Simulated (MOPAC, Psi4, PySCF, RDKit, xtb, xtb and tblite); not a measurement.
Two geometries of C₂H₆SSe, SMILES CSC[SeH], singlet, relaxed at GFN2-xTB with one dihedral held; other torsions can differ between them too.

Structure A

```
10

C     -1.7394    -0.0317     0.1111
S     -0.4482     0.1203    -1.1537
C      1.0843    -0.4321    -0.2880
Se     0.9896    -0.9938     1.5829
H     -1.7924    -1.0586     0.4611
H     -1.5396     0.6522     0.9316
H     -2.6657     0.2414    -0.3839
H      1.8088     0.3782    -0.3636
H      1.4565    -1.3038    -0.8296
H      0.8298     0.3389     2.1297
```

Structure B

```
10

C     -1.5887    -0.0379     0.1375
S     -0.4126     0.0998    -1.2356
C      1.0705    -0.4860    -0.3548
Se     2.6461    -0.4987    -1.5165
H     -1.6395    -1.0702     0.4733
H     -1.2824     0.6171     0.9486
H     -2.5526     0.2752    -0.2494
H      0.8948    -1.4956     0.0199
H      1.2991     0.1925     0.4687
H      2.0540    -1.3526    -2.5203
```

Which is lower in energy at the level DF-MP2 (frozen core)/cc-pVTZ // GFN2-xTB in Psi4, and by how much?

B is lower, by 13.25 kJ/mol (dihedral C1–S2–C3–Se4: 0° in A, 180° in B).

E(B) − E(A) in kJ/mol at the other levels, on the same two geometries: GFN2-xTB (xtb and tblite) -5.52; PBE0/def2-TZVP // GFN2-xTB (Psi4) -13.66; PBE0-D3(BJ)/def2-TZVP // GFN2-xTB (Psi4) -12.02; PBE/def2-TZVP // GFN2-xTB (Psi4) -12.42; PBE-D3(BJ)/def2-TZVP // GFN2-xTB (Psi4) -10.75; M06-2X/def2-TZVP // GFN2-xTB (Psi4) -12.10; HF/cc-pVTZ // GFN2-xTB (Psi4) -18.99; UFF // GFN2-xTB (RDKit) -37.49; PM7, restricted, heats of formation // GFN2-xTB (MOPAC) 15.73; PM6, restricted, heats of formation // GFN2-xTB (MOPAC) -1.39; GFN1-xTB // GFN2-xTB (xtb) -5.00; restricted B3LYP/6-31G*, spherical d // GFN2-xTB (PySCF) -13.43; restricted MP2 (frozen core)/6-31G*, spherical d // GFN2-xTB (PySCF) -14.77; restricted B3LYP/LANL2DZ, with its core potentials past Ne // GFN2-xTB (PySCF) -5.89.
